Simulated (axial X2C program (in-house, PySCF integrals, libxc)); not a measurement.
Density and ELF of TiN⁻

Computed with an axial X2C code built on PySCF integrals. Two-component (2c) means X2C with spin–orbit coupling and atomic mean-field two-electron Coulomb and Gaunt terms. Basis: Ti dyall-acv3z [11s11p7d4f2g], N dyall-av3z [7s7p3d2f] (cores contracted in-house); Gaussian nuclei, density fitting, unrestricted open shells. Masses: Ti 47.948 u, N 14.003 u.

PBE0, with spin–orbit coupling, state Ω = 0 (closed shell); Ti at z = 0, N at z = 1.569 Å.

The maps cover the half plane through the axis: z from -2.4 to 3.6 Å along the bond, ρ from 0.15 to 2.25 Å away from it.

log10 of the density in e/bohr³:

```
 ρ\z  -2.4  -1.8  -1.2  -0.6   0.0   0.6   1.2   1.8   2.4   3.0   3.6
0.15  -2.6  -2.2  -1.6  -0.3   1.4  -0.3  -0.3  -0.1  -1.1  -2.1  -3.0
0.45  -2.7  -2.3  -1.8  -0.7   0.0  -0.6  -0.6  -0.5  -1.3  -2.2  -3.1
0.75  -2.7  -2.3  -2.0  -1.3  -0.7  -1.1  -1.0  -1.0  -1.6  -2.4  -3.2
1.05  -2.8  -2.4  -2.1  -1.8  -1.5  -1.6  -1.4  -1.5  -2.0  -2.7  -3.4
1.35  -2.8  -2.5  -2.3  -2.1  -2.0  -2.0  -1.9  -2.0  -2.4  -3.0  -3.6
1.65  -3.0  -2.6  -2.4  -2.2  -2.2  -2.3  -2.3  -2.4  -2.8  -3.3  -3.9
1.95  -3.1  -2.8  -2.6  -2.4  -2.4  -2.5  -2.6  -2.8  -3.1  -3.6  -4.1
2.25  -3.2  -2.9  -2.7  -2.6  -2.6  -2.8  -2.9  -3.2  -3.5  -3.9  -4.4
```

Electron localisation function (collinear form, no current term, damped to 0 at low density):

```
 ρ\z  -2.4  -1.8  -1.2  -0.6   0.0   0.6   1.2   1.8   2.4   3.0   3.6
0.15  0.87  0.51  0.17  0.86  0.85  0.68  0.59  0.11  0.89  0.63  0.20
0.45  0.88  0.58  0.13  0.67  0.80  0.44  0.81  0.80  0.85  0.57  0.16
0.75  0.89  0.71  0.15  0.21  0.64  0.19  0.79  0.83  0.76  0.45  0.11
1.05  0.90  0.83  0.32  0.07  0.10  0.13  0.69  0.71  0.58  0.30  0.05
1.35  0.90  0.90  0.67  0.20  0.08  0.16  0.50  0.51  0.36  0.16  0.02
1.65  0.87  0.93  0.88  0.63  0.29  0.21  0.30  0.28  0.18  0.06  0.01
1.95  0.78  0.93  0.94  0.86  0.56  0.24  0.17  0.12  0.07  0.02  0.00
2.25  0.60  0.89  0.94  0.90  0.67  0.27  0.10  0.05  0.02  0.00  0.00
```

Occupations by symmetry block were frozen at the best pattern of an incomplete PBE0 search. The highest occupied level of some functionals is positive through self-interaction error; at Hartree–Fock it is bound.
